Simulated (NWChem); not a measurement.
System: CH₃BeBr; SMILES [CH3][Be][Br]

Parts of the log:

```
             Northwest Computational Chemistry Package (NWChem) 7.3.0
             --------------------------------------------------------

                             Geometry "geometry" -> ""
                             -------------------------

 Output coordinates in angstroms (scale by  1.889725989 to convert to a.u.)

  No.       Tag          Charge          X              Y              Z
 ---- ---------------- ---------- -------------- -------------- --------------
    1 Be                   4.0000    -0.00010000    -1.12006200     0.00061400
    2 Br                  35.0000     0.00083700     0.85065000     0.00017600
    3 C                    6.0000    -0.00037300    -2.79747500    -0.00098200
    4 H                    1.0000    -0.76140300    -3.20660600    -0.67906400
    5 H                    1.0000    -0.20638300    -3.20970100     0.99588800
    6 H                    1.0000     0.96669800    -3.20716100    -0.32231700

 Effective nuclear repulsion energy (a.u.)     101.2103536235

                              NWChem Property Module
                              ----------------------

  itol2e modified to match energy
  convergence criterion.

                                 NWChem DFT Module
                                 -----------------

 Summary of "ao basis" -> "ao basis" (spherical)
 ------------------------------------------------------------------------------
       Tag                 Description            Shells   Functions and Types
 ---------------- ------------------------------  ------  ---------------------
 Be                         cc-pvtz                 10       30   4s3p2d1f
 Br                         cc-pvtz                 15       43   6s5p3d1f
 C                          cc-pvtz                 10       30   4s3p2d1f
 H                          cc-pvtz                  6       14   3s2p1d

  itol2e modified to match energy
  convergence criterion.

            General Information
            -------------------
          SCF calculation type: DFT
          Wavefunction type:  closed shell.
          No. of atoms     :     6
          No. of electrons :    48
           Alpha electrons :    24
            Beta electrons :    24
          Charge           :     0
          Spin multiplicity:     1
          Use of symmetry is: off; symmetry adaption is: off
          Maximum number of iterations: 150
          AO basis - number of functions:   145
                     number of shells:    53
          Convergence on energy requested:  1.00D-07
          Convergence on density requested:  1.00D-05
          Convergence on gradient requested:  5.00D-04

              XC Information
              --------------
                         B3LYP Method XC Potential
                     Hartree-Fock (Exact) Exchange  0.200
                        Slater Exchange Functional  0.800 local
                    Becke 1988 Exchange Functional  0.720 non-local
              Lee-Yang-Parr Correlation Functional  0.810
                  VWN I RPA Correlation Functional  0.190 local

             Grid Information
             ----------------
          Grid used for XC integration:  fine
          Radial quadrature: Mura-Knowles
          Angular quadrature: Lebedev.
          Tag              B.-S. Rad. Rad. Pts. Rad. Cut. Ang. Pts.
          ---              ---------- --------- --------- ---------
          Be                  1.05       70           9.0       590
          Br                  1.15      140          12.0       974
          C                   0.70       70          11.0       590
          H                   0.35       60          12.0       590
          Grid pruning is: on
          Number of quadrature shells:   460
          Spatial weights used:  Erf1

      Superposition of Atomic Density Guess
      -------------------------------------

 Sum of atomic energies:       -2626.18876292

      Non-variational initial energy
      ------------------------------

[...]

          -----------------------
          Electric field gradient
          -----------------------

 1 a.u. = 0.324123 10**(16) esu/cm**3  ( or statvolts/cm**2 ) = 0.97174 10**(22) v/m**2

 ------------------------------------------------------------
   Atom      X         Y         Z
 ------------------------------------------------------------
    1 Be  -0.00019  -2.11661   0.00116
 ------------------------------------------------------------

 Electric field gradient in molecular frame (a.u.)
         XX             YY             ZZ             XY             XZ             YZ
 ------------------------------------------------------------------------------------------
       -0.116399       0.232811      -0.116412       0.000121       0.000004       0.000088

 Principal components (a.u.) and orientation
 of principal axis w.r.t. absolute frame                      Asymmetry parameter eta
 --------------------------------------------------------------------------------------
        0.232811      -0.116413      -0.116398                       0.000066

        0.000346      -0.251617       0.967827
        1.000000      -0.000156      -0.000398
        0.000251       0.967827       0.251617

 ------------------------------------------------------------
   Atom      X         Y         Z
 ------------------------------------------------------------
    2 Br   0.00158   1.60750   0.00033
 ------------------------------------------------------------

 Electric field gradient in molecular frame (a.u.)
         XX             YY             ZZ             XY             XZ             YZ
 ------------------------------------------------------------------------------------------
        0.979229      -1.958272       0.979043      -0.001654       0.000045       0.001596

 Principal components (a.u.) and orientation
 of principal axis w.r.t. absolute frame                      Asymmetry parameter eta
 --------------------------------------------------------------------------------------
       -1.958274       0.979240       0.979034                       0.000105

        0.000563       0.975983      -0.217847
        1.000000      -0.000431       0.000653
       -0.000543       0.217848       0.975983

 ------------------------------------------------------------
   Atom      X         Y         Z
 ------------------------------------------------------------
    3 C   -0.00070  -5.28646  -0.00186
 ------------------------------------------------------------

 Electric field gradient in molecular frame (a.u.)
         XX             YY             ZZ             XY             XZ             YZ
 ------------------------------------------------------------------------------------------
       -0.097773       0.195320      -0.097547       0.000002      -0.000048       0.000433

 Principal components (a.u.) and orientation
 of principal axis w.r.t. absolute frame                      Asymmetry parameter eta
 --------------------------------------------------------------------------------------
        0.195321      -0.097783      -0.097538                       0.001254

        0.000006       0.980025      -0.198874
        0.999999      -0.000300      -0.001448
        0.001479       0.198874       0.980024

 ------------------------------------------------------------
   Atom      X         Y         Z
 ------------------------------------------------------------
    4 H   -1.43884  -6.05961  -1.28324
 ------------------------------------------------------------

 Electric field gradient in molecular frame (a.u.)
         XX             YY             ZZ             XY             XZ             YZ
 ------------------------------------------------------------------------------------------
       -0.066916       0.092111      -0.025195      -0.110186      -0.180389      -0.098140

 Principal components (a.u.) and orientation
 of principal axis w.r.t. absolute frame                      Asymmetry parameter eta
 --------------------------------------------------------------------------------------
       -0.285331       0.149795       0.135535                       0.049978

        0.695386      -0.273094      -0.664724
        0.364100       0.931358      -0.001744
        0.619572      -0.240813       0.747087

 ------------------------------------------------------------
   Atom      X         Y         Z
 ------------------------------------------------------------
    5 H   -0.39001  -6.06546   1.88196
 ------------------------------------------------------------

 Electric field gradient in molecular frame (a.u.)
         XX             YY             ZZ             XY             XZ             YZ
 ------------------------------------------------------------------------------------------
        0.120763       0.091252      -0.212015      -0.030069       0.071836       0.145540

 Principal components (a.u.) and orientation
 of principal axis w.r.t. absolute frame                      Asymmetry parameter eta
 --------------------------------------------------------------------------------------
       -0.285485       0.149876       0.135608                       0.049979

       -0.188250      -0.073853       0.979340
       -0.366957       0.930238      -0.000387
        0.910991       0.359449       0.202218

 ------------------------------------------------------------
   Atom      X         Y         Z
 ------------------------------------------------------------
    6 H    1.82679  -6.06066  -0.60909
 ------------------------------------------------------------

 Electric field gradient in molecular frame (a.u.)
         XX             YY             ZZ             XY             XZ             YZ
 ------------------------------------------------------------------------------------------
       -0.191399       0.091952       0.099447       0.140214       0.108637      -0.046553

[...]
```

Level: B3LYP/cc-pVTZ. The geometry was optimised at B3LYP/6-31G* (spherical d). NWChem prints the field gradient with the sign opposite to the second derivative of the potential.

**Question.** Which NWChem input produces such a log?

**Answer.** Several could match; the one computed here: the input that was run:
```
start job
memory heap 200 mb stack 900 mb global 1100 mb
geometry units angstroms noautosym nocenter noautoz
  Be    -0.000100    -1.120062     0.000614
  Br     0.000837     0.850650     0.000176
  C     -0.000373    -2.797475    -0.000982
  H     -0.761403    -3.206606    -0.679064
  H     -0.206383    -3.209701     0.995888
  H      0.966698    -3.207161    -0.322317
end
basis spherical
  Be library cc-pvtz
  Br library cc-pvtz
  C library cc-pvtz
  H library cc-pvtz
end
dft
  xc b3lyp
  iterations 150
end
property
  efieldgrad
end
task dft property
```
